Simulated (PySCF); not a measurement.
An excited-state job on `C=C[B@H-]([N+]#CC)OC`.

Computed with TDDFT CAM-B3LYP/def2-SVPD, vertical, gas phase, core orbitals frozen in the response (PySCF 2.14.0, density-fitted response routines). Geometry: GFN2-xTB. The input is one job of a driver script: a line of settings, then coordinates in Å.

Command:
```bash
OMP_NUM_THREADS=1 python probes_run.py task.json out
```

Input:
```
{"job": {"kind": "uv", "xc": "CAM-B3LYP", "basis": "def2-SVPD", "nstates": 8, "ntriplets": 3}, "charge": 0, "multiplicity": 1}
C     -2.073834     2.036657    -0.473568
C     -1.177556     1.620849     0.404210
B     -0.694099     0.101118     0.554709
N      0.879314     0.205339     0.291138
C      1.838927     0.111852    -0.332443
C      3.038710     0.003218    -1.101790
O     -1.141882    -0.748446    -0.510832
C     -1.075229    -2.127713    -0.341794
H     -2.510276     1.347181    -1.176855
H     -2.417753     3.060342    -0.529896
H     -0.761241     2.341909     1.101958
H     -0.766859    -0.344592     1.662147
H      2.781100    -0.245841    -2.131639
H      3.677824    -0.777882    -0.689143
H      3.573034     0.952921    -1.084755
H     -1.607736    -2.596168    -1.173729
H     -0.034425    -2.488612    -0.345946
H     -1.536776    -2.445815     0.601810
```

**Question.** What does the run print?

**Answer.** 
```
coarse grid: 14864 points
cycle   1  E = -350.7108644820  dE =  1.133e+00  |g| = 7.882e-01  |ddm| = 8.656e+00
cycle   2  E = -350.5144048585  dE =  1.965e-01  |g| = 1.298e+00  |ddm| = 2.667e+00
cycle   3  E = -350.8592903113  dE = -3.449e-01  |g| = 1.061e-01  |ddm| = 1.729e+00
cycle   4  E = -350.8604618199  dE = -1.172e-03  |g| = 8.879e-02  |ddm| = 2.449e-01
cycle   5  E = -350.8620098325  dE = -1.548e-03  |g| = 2.173e-02  |ddm| = 1.281e-01
cycle   6  E = -350.8621141288  dE = -1.043e-04  |g| = 3.850e-03  |ddm| = 3.549e-02
cycle   7  E = -350.8621186668  dE = -4.538e-06  |g| = 8.762e-04  |ddm| = 1.000e-02
final grid: 143168 points
cycle   8  E = -350.9328546189  dE = -4.623e-05  |g| = 3.711e-03  |ddm| = 1.184e-01
cycle   9  E = -350.9328558487  dE = -1.230e-06  |g| = 3.188e-03  |ddm| = 1.761e-02
cycle  10  E = -350.9328583094  dE = -2.461e-06  |g| = 5.851e-04  |ddm| = 5.535e-03
cycle  11  E = -350.9328583589  dE = -4.944e-08  |g| = 3.696e-04  |ddm| = 1.212e-03
cycle  12  E = -350.9328583862  dE = -2.738e-08  |g| = 8.395e-05  |ddm| = 5.871e-04
cycle  13  E = -350.9328583880  dE = -1.769e-09  |g| = 2.014e-05  |ddm| = 1.684e-04
cycle  14  E = -350.9328583882  dE = -1.534e-10  |g| = 7.154e-06  |ddm| = 4.619e-05
converged SCF energy = -350.9328583882

Static polarisability (au): isotropic 89.111, principal 76.324 83.910 107.100

Singlet excitations
state   eV       nm        f      main configurations
  1   5.6320    220.1   0.00727   H-1->L 0.51, H->L 0.27
  2   5.7447    215.8   0.02122   H->L 0.52, H-1->L 0.31, H->L+1 0.08
  3   5.9016    210.1   0.00248   H-1->L+2 0.69, H-2->L 0.15
  4   5.9152    209.6   0.01270   H-2->L 0.44, H-1->L+2 0.17, H->L+2 0.15
  5   5.9603    208.0   0.01958   H->L+2 0.78, H-2->L 0.11
  6   6.3720    194.6   0.05751   H-2->L+2 0.55, H->L+1 0.17
  7   6.4713    191.6   0.05252   H-1->L+1 0.33, H->L+1 0.32
  8   6.5289    189.9   0.07828   H-1->L+1 0.34, H->L+1 0.22, H-2->L+2 0.14

Triplet excitations (Tamm-Dancoff, eV): 4.4090 5.2753 5.5513
```

The SCF starts on a coarse grid where the log names one; the energy can jump when the final grid takes over, and dE then counts from the start density on the new grid. H and L stand for HOMO and LUMO; the number after each pair is its weight.

**Question.** Give the mean polarisability as a volume in Å³, and the ratio of the largest to the smallest principal value.

**Answer.** 89.111 au × 0.148185 = 13.20 Å³; 107.100/76.324 = 1.40.

**Question.** Give S1 in cm⁻¹ and kJ/mol.

**Answer.** 5.6320 eV × 8065.54 = 45425 cm⁻¹; × 96.485 = 543.4 kJ/mol.

Main results: HOMO -7.96 eV, LUMO 0.32 eV; lowest singlet 5.63 eV; lowest triplet 4.41 eV (Tamm–Dancoff); mean polarisability 89.1 au.

**Question.** How long does this job take on one thread of an Arm Neoverse V1, no GPU, shared host with 32 logical CPUs at a one-minute load of 26? And the peak memory of the process?

**Answer.** About 2.6 min (density and orbital grids were written too), with 1.1 GiB resident at the peak, the Python interpreter and its libraries included.

One conformer stands for the species.
Labels such as C1 count atoms from 1, the log's own numbers from 0.
